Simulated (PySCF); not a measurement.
**Computed properties of Sn(CF3)(H)3 (CH3F3Sn), SMILES F[C](F)(F)[SnH3]**

CH₃F₃Sn, SMILES [C](F)(F)([SnH3])F. Geometry optimised at B3LYP-D3(BJ)/def2-SVP. The structure was generated by enumeration; whether it is a known compound was not checked. The def2 effective core potentials stand for the cores of Sn; spin–orbit coupling is left out. One conformer was computed; it need not be the lowest. All values are computed for the isolated molecule unless a solvent is named; none is compared with measurement here.

**Structure.** The optimised structure has C3v symmetry. All 18 harmonic modes at B3LYP-D3(BJ)/def2-SVP (PySCF) are real, so it is a minimum. With heavy atoms numbered as in [SnH3:1][C:2]([F:3])([F:4])[F:5], the shortest bond between them is C2–F5 at 1.348 Å and the longest Sn1–C2 at 2.215 Å.

**Vibrations.** The strongest infrared lines (harmonic, unscaled, degenerate partners summed) lie at 1147 cm⁻¹ (414 km/mol, C 73 %, F 27 %), 1939 cm⁻¹ (325 km/mol, H 99 %), 1167 cm⁻¹ (297 km/mol, C 74 %, F 26 %). The softest mode is at 80 cm⁻¹ and the zero-point energy is 21.0 kcal/mol.

**Electronic structure.** M06-2X/def2-TZVP (PySCF) places the frontier levels at -10.13 and 0.19 eV, a gap of 10.32 eV, and gives a dipole moment of 2.57 D and a mean polarisability of 53.0 bohr³. PBE/def2-TZVP (PySCF) at the same geometry gives -7.42 and -1.05 eV, so its gap is 3.95 eV narrower. An orbital gap is neither the optical nor the fundamental gap.

**Excitations.** TDA-B3LYP/def2-SVPD (PySCF) has S1 at 7.37 eV (168 nm, f = 0.014, weak); the most intense of the 10 singlets computed lies at 8.00 eV (f = 0.43). Strengths of degenerate partners are summed. T1 (TDA) is at 6.32 eV, 1.05 eV under S1. TDA-PBE/def2-SVPD (PySCF) puts S1 at 6.66 eV. No vertical singlet excitation falls in the visible range (under 3.1 eV).
